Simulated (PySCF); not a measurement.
# [HgCl3(H2O)]− at several levels of theory

Computed with PySCF 2.14.0 (density fitting, no spin-orbit coupling) at the geometry relaxed with PBE0:

```xyz
7
[HgCl3(H2O)]− (singlet)
Hg   -0.1444   -0.3309    0.3309
Cl    0.6042    1.9628    0.9329
Cl   -1.3785   -1.7965    1.7965
Cl    0.6042   -0.9329   -1.9628
O    -1.4476    1.5615   -1.5615
H    -0.8452    2.0294   -0.9593
H    -0.8452    0.9593   -2.0294
```

```tsv
level	basis	state	HOMO (eV)	gap (eV)	charge on Hg1 (e)	dipole about the centre of mass (D)	largest force component (eV/Å)
PBE0	Hg def2-SVP with ECP60, Cl def2-SVP, O def2-SVP, H def2-SVP	singlet	-3.61	5.68	0.44	1.54	0.05
HF	the same	singlet	-6.72	12.27	0.77	1.67	1.51
CAM-B3LYP	the same	singlet	-4.80	7.97	0.41	1.56	0.07
```

Charges are Mulliken's, which hang on the basis. The relaxation used the grid (50, 194), these runs (75, 302) or, all-electron (x2c bases, spin-free X2C Hamiltonian), (99, 590).

Question: What does PBE0 with Hg def2-TZVP with ECP60, Cl def2-TZVP, O def2-TZVP, H def2-TZVP give here?

Answer: state singlet, HOMO (eV) -4.06, gap (eV) 5.73, charge on Hg1 (e) 0.72, dipole about the centre of mass (D) 1.62, largest force component (eV/Å) 0.30. Time: 17 s on 2 threads of Arm Neoverse V1, with other jobs on the host, from free ions and atoms.

In the first row's basis the gap widens with exact exchange: 5.7 eV for PBE0 (a fixed share); 8.0 to 12.3 eV for CAM-B3LYP, Hartree–Fock (rising or full at long range).
